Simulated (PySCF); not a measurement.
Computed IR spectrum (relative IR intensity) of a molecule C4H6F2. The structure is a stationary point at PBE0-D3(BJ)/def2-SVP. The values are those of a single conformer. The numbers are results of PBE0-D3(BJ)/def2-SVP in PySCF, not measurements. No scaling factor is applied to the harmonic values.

Lines under 2 % of the strongest are left out, and lines within 2 cm⁻¹ are merged.

| ν (cm⁻¹) | relative intensity |
|---|---|
| 374 | 3.2 |
| 445 | 2.9 |
| 556 | 4.2 |
| 691 | 13 |
| 828 | 7.0 |
| 923 | 35 |
| 1001 | 45 |
| 1013 | 12 |
| 1061 | 2.1 |
| 1118 | 99 |
| 1162 | 84 |
| 1205 | 100 |
| 1291 | 2.9 |
| 1315 | 3.5 |
| 1391 | 12 |
| 1396 | 49 |
| 1418 | 89 |
| 1448 | 10 |
| 1457 | 24 |
| 1789 | 34 |
| 3049 | 15 |
| 3062 | 57 |
| 3127 | 7.2 |
| 3161 | 7.3 |
| 3187 | 2.6 |
| 3191 | 5.7 |

### Question
Identify the compound among the candidates.
A. C=C(C)C(F)F
B. CCC=C(F)F
C. C/C=C/C(F)F
D. FC(F)C1CC1

### Answer
C, C/C=C/C(F)F
